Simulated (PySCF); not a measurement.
C₃H₈SeSi, SMILES C=CC[SiH2][SeH] at its GFN2-xTB optimised geometry (Å):

```
13

C      1.2252    -0.5706     0.0000
C     -0.0992    -0.5706     0.0000
C     -0.9330     0.6566     0.0000
Si    -1.5663     1.0482     1.7665
Se     0.2459     1.1514     3.1468
H      1.7911     0.3451    -0.0768
H      1.7965    -1.4823     0.0321
H     -0.6405    -1.5061     0.0584
H     -1.7965     0.5296    -0.6506
H     -0.3545     1.5061    -0.3637
H     -2.4584    -0.0089     2.2420
H     -2.2053     2.3589     1.8133
H      1.0912     0.3729     2.2821
```

Level of theory: B3LYP/def2-TZVP (PySCF 2.14.0). Cells within 0.4 Å of a nucleus heavier than hydrogen are left out (blank, or x).

Map of the deformation density (molecule minus spherical neutral atoms) (e/bohr³) on the plane z = 0.0 Å:

```
|111111111111111111111111111|
|111111111111111111111111111|
|111111111111111111111111111|
|111111111000111111111111111|
|111111000000000111111111111|
|111110000000000011111111111|
|111100000000000001111111111|
|111000000001000000011111111|
|110000000013310000000011111|
|110000000035410000000001111|
|110000011xx5200000000000111|
|110000123xxx100001110000111|
|1100000121x6310002671000111|
|111000000026610114861000111|
|111000000014xx565x631000011|
|111100000002xx99xxx10000011|
|1111000000157x343x741000011|
|111110000038720003872000111|
|111111000028410002561000111|
|111111000001100000100000111|
|111111100000000000000000111|
|111111110000000000000001111|
|111111111000000000000011111|
|111111111111111111111111111|
|111111111111111111111111111|
|111111111111111111111111111|
|111111111111111111111111111|
```
Scale: ten equal steps from -0.015 (start of '0') to 0.126 (end of '9'), in the order '0123456789'; x runs from -4.00 to 4.00, y from -4.00 (bottom) to 4.00 (top).
